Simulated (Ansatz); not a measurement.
`FCS[SiH2]Cl` + `NCF` → `FCN[SiH2]Cl` + `FCS`  (ligand exchange at the Si–S bond)

Program: Ansatz. Geometries: PBE0-D4/def2-TZVP. ΔE: electronic, gas phase. CCSD(T)/CBS adds triple-zeta CCSD(T) − MP2 to the extrapolated MP2 energy (def2 sets, frozen cores). Functionals use def2-TZVPP. Each species was taken in one conformer, which may not be the lowest.

`FCS[SiH2]Cl`:

Cartesian coordinates in Å:
```
F 1.804 -0.866 -0.736
C 1.174 0.337 -0.922
S -0.600 0.148 -1.211
Si -1.239 -0.375 0.746
Cl -0.772 1.104 2.096
H 1.578 0.811 -1.818
H 1.352 0.963 -0.046
H -2.708 -0.514 0.655
H -0.591 -1.608 1.237
```

`NCF`:

Z-matrix (Å, degrees):
```
C
F 1 1.406
N 1 1.402 2 113.7
H 1 1.092 2 106.1 3 121.3
H 1 1.092 2 106.1 3 -121.3
H 3 1.010 1 112.8 2 62.5
H 3 1.010 1 112.8 2 -62.5
```

`FCN[SiH2]Cl`:

Z-matrix (Å, degrees):
```
C
N 1 1.409
F 1 1.392 2 111.7
H 1 1.093 2 110.4 3 118.6
H 1 1.093 2 111.9 3 -118.7
Si 2 1.709 1 125.3 3 -100.3
H 2 1.008 1 114.8 3 79.5
Cl 6 2.064 2 113.0 1 -91.8
H 6 1.478 2 109.0 1 150.4
H 6 1.477 2 108.2 1 25.7
```

`FCS`:

Z-matrix (Å, degrees):
```
C
S 1 1.789
F 1 1.375 2 113.1
H 1 1.090 2 110.8 3 121.5
H 1 1.092 2 106.3 3 -118.9
H 2 1.342 1 96.6 3 -76.4
```

Question: Is it downhill or uphill in electronic energy at CCSD(T)/CBS, and by how much? (An estimate is asked.)

Answer: Computed: Uphill: ΔE = +1.3 kcal/mol.

Question: What do these levels give: ωB97X-V, ωB97M-V, HF/def2-TZVPP, HF/def2-QZVPP, HF/CBS(def2), MP2/CBS(def2)? (Best estimate.)

Answer: Computed: ωB97X-V 1.2, ωB97M-V 1.1, HF/def2-TZVPP -1.4, HF/def2-QZVPP -1.8, HF/CBS(def2) -1.8, MP2/CBS(def2) 2.0 kcal/mol.

Largest T1 diagnostic among the species: 0.011.

The D4 term adds +0.8 kcal/mol with B3LYP and +0.4 kcal/mol with PBE0; it sums over pairs of atoms, weighted by their polarisabilities, and B3LYP, whose exchange is more repulsive, gets the larger term. In def2-TZVPP, CCSD(T) changes the Hartree–Fock value by +2.0 kcal/mol (the triples alone add +0.6 kcal/mol) and MP2 by +2.7 kcal/mol.

B3LYP here is the variant with VWN-RPA as its local correlation; programs differ in this.
